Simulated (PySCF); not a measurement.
```xyz
4
charge 0 multiplicity 4, angstrom
Ru   -0.0076    0.0000    0.2314
S     0.0184    0.0000   -1.8910
O     0.0084    0.0000    2.1244
H    -0.7264    0.0000    2.7489
```

Computed with PySCF, UPBE0, basis Ru def2-SVP with ECP28, S def2-SVP, O def2-SVP, H def2-SVP (scalar-relativistic core potentials, no spin–orbit coupling, density fitting).

This geometry of RuS(OH) is a stationary point at this level.

(1) What is the point group?

(2) Is it a minimum?

(3) List the harmonic modes with their infrared intensities.

(4) What are the dipole moment and the gap between the highest occupied and lowest empty levels of either spin?

Results:

(1) Cs.

(2) No: it has 1 imaginary mode, at 108i cm⁻¹ (a'').

(3) 
| symmetry | ω (cm⁻¹) | IR (km/mol) |
| --- | --- | --- |
| a'' | 108i | – |
| a' | 101 | 2.6 |
| a' | 424 | 2.2 |
| a' | 490 | 202 |
| a' | 670 | 135 |
| a' | 3888 | 204 |

(4) 2.18 D and 2.49 eV.

The determinant is spin-contaminated (⟨S²⟩ = 3.97, pure value 3.75). Other isomers or separated fragments may lie lower. Other spin states or occupations of the open shell can lie lower. At this level a quartet minimum of C1 symmetry lies 21 kJ/mol below this structure.
